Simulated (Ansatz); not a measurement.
`C[Se][SnH]([Cl])[Cl]` and `[F][SnH]([Cl])[Cl]` differ in one atom or group.

Ansatz, PBE0-D4/def2-TZVP geometries, multiplicity 1. Each molecule was computed in one conformer, which needn't be the lowest.

Elements past krypton have def2 core potentials. Scalar relativity is left out up to krypton. Spin–orbit coupling is left out; it splits and shifts lone-pair levels of the heavy atoms by tenths of an eV.

| property | `C[Se][SnH]([Cl])[Cl]` |
| --- | --- |
| LUMO energy (PBE0/def2-TZVPP) / eV | -1.93 |
| LUMO energy (PBE/def2-TZVPP) / eV | -2.79 |
| ideal-gas entropy at 298 K and 1 bar (rigid rotor, harmonic PBE0-D4/def2-TZVP) / J/(mol·K) | 421 |
| zero-point energy (PBE0-D4/def2-TZVP) / kJ/mol | 124.7 |
| size of the dipole moment (PBE/def2-TZVPP) / D | 1.83 |
| HOMO energy (ωB97M-V/def2-TZVPP) / eV | -9.37 |

Question: What does the change do to each property? (An estimate is asked.)

Answer: The calculation gave: 
```tsv
property	`[F][SnH]([Cl])[Cl]`	shift
LUMO energy (PBE0/def2-TZVPP) / eV	-2.18	-0.25
LUMO energy (PBE/def2-TZVPP) / eV	-3.13	-0.34
ideal-gas entropy at 298 K and 1 bar (rigid rotor, harmonic PBE0-D4/def2-TZVP) / J/(mol·K)	344	-77
zero-point energy (PBE0-D4/def2-TZVP) / kJ/mol	29.6	-95.1
size of the dipole moment (PBE/def2-TZVPP) / D	2.36	0.53
HOMO energy (ωB97M-V/def2-TZVPP) / eV	-11.88	-2.51
```

With PBE0 the HOMO falls by 2.40 eV and the LUMO falls by 0.25 eV, so the gap widens by about 2.15 eV. PBE moves the HOMO by -2.11 eV and ωB97M-V by -2.51 eV. The zero-point energy changes by -95.1 kJ/mol with -12 modes. Dipoles are sizes alone; their direction can turn. Modes under 60 cm⁻¹, often nearly free rotors, make the harmonic entropy too high.
